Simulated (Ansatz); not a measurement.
In(vinyl)(OH)2 (C₂H₅InO₂), SMILES [In]([OH])([CH]=C)[OH].

The structure is a stationary point at PBE0-D3(BJ)/def2-SVP. The structure was generated by enumeration; whether it is a known compound was not checked. The def2 effective core potentials stand for the cores of In; spin–orbit coupling is left out. One conformer was computed; it need not be the lowest.

Two levels are set side by side: PBE/def2-SVPD (Ansatz, a program for electronic structure) and PBE0/def2-SVPD (Ansatz). Energy differences of separate SCF runs at the same geometry; the states with an electron removed or added have multiplicity 2 and 2. Differences are taken from unrounded values.

| quantity | PBE0 |
|---|---|
| vertical ionisation energy (eV) | 10.22 |
| vertical singlet–triplet gap (eV) | 4.09 |

Problem. What does PBE give, and how far is it from PBE0? (An estimate is asked for; the answer gives what the named calculation found.)

Solution. 
| quantity | PBE | PBE minus PBE0 |
|---|---|---|
| vertical ionisation energy (eV) | 9.67 | -0.55 |
| vertical singlet–triplet gap (eV) | 4.21 | 0.12 |
